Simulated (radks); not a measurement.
Task: These are the eigenvalues of the occupied orbitals of an atom or ion with whole-number occupations (hartree). Calculated with a radial shooting solver on a logarithmic mesh with Libxc functionals: Dirac Kohn-Sham, BLYP, spin-unpolarised, spherical densities, finite nucleus; Fermi nuclear charge, rms radius of each element as measured or else 0.836 A^(1/3) + 0.57 fm.

1s1/2: -1887.134
2s1/2: -350.5600
2p1/2: -335.5114
2p3/2: -309.8332
3s1/2: -111.8631
3p1/2: -105.4049
3p3/2: -99.94651
3d3/2: -88.96471
3d5/2: -87.75532
4s1/2: -52.25114
4p1/2: -49.57947

Which element is it, and in what charge state? The configuration may be excited. Open shells, if any, fill j = l - 1/2 first.

Result: Z = 64, gadolinium, charge +33: Gd33+ in [Ar] 3d10 4s2 4p1. The list shows which subshells hold electrons but not how many an open one holds; the 1s level, -1887.1 hartree, gives Z - s = 61.4 by -(Z - s)^2/2, which with screening and relativity narrows Z to a few neighbours, and the depths of the outer levels then fix element, charge and occupations together.
